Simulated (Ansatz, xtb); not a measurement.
**Relative energy of two isomers of CHBClF**

Structure a: `FB=CCl`, a singlet. Structure b: `FC=BCl`, a singlet. Both are isolated molecules in the gas phase, relaxed with PBE0-D4/def2-TZVP.

a (Å):

```yaml
atoms:
  - { symbol: C, position_ang: [0.3169, 1.9384, -0.1061] }
  - { symbol: B, position_ang: [-1.0454, 2.0388, -0.3421] }
  - { symbol: Cl, position_ang: [1.4423, 2.7907, -1.1172] }
  - { symbol: F, position_ang: [-2.3016, 2.1309, -0.5591] }
  - { symbol: H, position_ang: [0.7519, 1.3488, 0.6883] }
```

b (Å):

```tsv
atom	x (Å)	y (Å)	z (Å)
C	1.7026	-2.2379	-0.0409
B	1.2717	-1.1384	-0.7848
Cl	0.8532	0.1900	-1.7124
F	0.9158	-2.9821	0.7671
H	2.7358	-2.5725	-0.0691
```

Problem. Estimate which is lower in electronic energy at CCSD(T)/def2-TZVPP, and by roughly how much.

Solution. The CCSD(T)/def2-TZVPP calculation puts structure a lower, by 19.5 kcal/mol.

The same difference at several levels:

| level | geometry | E(b) − E(a) (kcal/mol) | departure from the last row (kcal/mol) | job, with rough time for the two |
| --- | --- | --- | --- | --- |
| GFN2-xTB | GFN2-xTB | +8.5 | −11.0 | optimisation, 1.2 s |
| HF/STO-3G | GFN2-xTB | +24.8 | +5.3 | single point, 1.3 s |
| r2SCAN-D4/def2-SVP | GFN2-xTB | +18.7 | −0.7 | single point, 6.6 s |
| PBE0-D4/def2-TZVP | PBE0-D4/def2-TZVP | +19.1 | −0.4 | optimisation, 2 min |
| HF/def2-TZVPP | PBE0-D4/def2-TZVP | +21.1 | +1.7 | part of the CCSD(T) run |
| MP2/def2-TZVPP | PBE0-D4/def2-TZVP | +21.5 | +2.1 | part of the CCSD(T) run |
| CCSD(T)/def2-TZVPP | PBE0-D4/def2-TZVP | +19.5 |  | single point, 1.8 min |

As drawn, b has 1 C–F, 1 B–Cl in place of 1 B–F, 1 C–Cl.

The levels shown agree on the order. The largest departure from CCSD(T)/def2-TZVPP is that of GFN2-xTB, 11.0 kcal/mol.

With harmonic frequencies from PBE0-D4/def2-TZVP (ideal gas, rigid rotor, one conformer each, 200 K, 1 atm): on the last row, ΔE + ΔZPE = +19.4, ΔH = +19.4, ΔG = +19.5 kcal/mol.

The correlated steps freeze 8 core orbitals. Codes used: Ansatz 0.2.0, xtb 6.7.1; the last row on 2 threads of AMD EPYC (Zen 3) on a shared host.
